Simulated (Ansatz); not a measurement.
## SnH4 (SMILES [SnH4]): entropy by statistical mechanics

A singlet with charge 0, relaxed at HF/def2-TZVP (core potential) (Ansatz 0.2.0):

```xyz
5

Sn    0.0100   -0.0148   -0.0083
H     0.8344   -0.8690    1.2159
H    -1.5550    0.3893    0.5357
H    -0.1068   -0.9903   -1.4022
H     0.8672    1.4112   -0.3826
```

Harmonic wavenumbers in cm⁻¹: 757, 757, 757, 812, 812, 2021, 2021, 2021, 2051.

Masses in u: Sn 118.71, H 1.008. Take T = 298.15 K, p = 1 bar, R = 8.3145 J/(mol K), kT/hc = 207.22 cm⁻¹, rigid rotor and harmonic oscillator.

Q: Work out S° at 298 K.

A: 
1. Translation (Sackur–Tetrode): S = R[3/2 ln M + 5/2 ln T − 1.1517] with M = 122.742 gives 168.8 J/(mol K).
2. Rotation: principal moments 7.817, 7.817, 7.818 u Å² give A, B, C = 2.1566, 2.1564, 2.1563 cm⁻¹; the symmetry number is σ = 12; q = (√π/σ)√((kT/hc)³/ABC) = 139; S = R(ln q + 3/2) = 53.5.
3. Vibration: with u = ν̃/207.22, each mode gives R[u/(eᵘ − 1) − ln(1 − e⁻ᵘ)]; the sum is 4.8, most from 757 cm⁻¹ (1.0), 757 cm⁻¹ (1.0), 757 cm⁻¹ (1.0).
4. Electronic: R ln 1 = 0.0, from the spin multiplicity alone.
5. Sum: 168.8 + 53.5 + 4.8 + 0.0 = 227.1 J/(mol K).

No measured value is set beside it here.
